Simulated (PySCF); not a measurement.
# Silver: a sound run and one with changed settings

Sound run: Ag [Kr] 4d10 5s1, Ag⁺ [Kr] 4d10. All numbers are calculated (PySCF 2.14, a scalar-relativistic core potential, in cc-pVDZ-PP with ECP28MDF (4s4p3d1f, 38 functions)). The sound run starts from symmetry-adapted Hartree-Fock orbitals and uses a fine grid where one is needed.

A second run was set up differently.

```tsv
species	method	sound run (hartree)	changed run (hartree)	converged
Ag	UHF	-146.05409	-146.05409	yes
Ag	MN15	-146.61489	-146.84601	yes
Ag	M06-2X	-146.83823	-147.26582	yes
Ag⁺	UHF	-145.82049	-145.82049	yes
Ag⁺	MN15	-146.32778	-146.53366	yes
Ag⁺	M06-2X	-146.56476	-147.00979	yes
```

Ionisation energy of Ag:

| method | sound run (eV) | changed run (eV) |
| --- | --- | --- |
| UHF | 6.356 | 6.356 |
| MN15 | 7.813 | 8.500 |
| M06-2X | 7.442 | 6.967 |

Task: What was changed?
A. too few SCF iterations
B. radial grid too coarse
C. all electrons correlated in a valence basis
D. minimal basis

Result: B. It used radial step 0.8 in ln r (0.13 in the sound run). A coarse radial grid mis-integrates the density and the exchange-correlation energy, with errors of either sign; Hartree-Fock needs no grid.
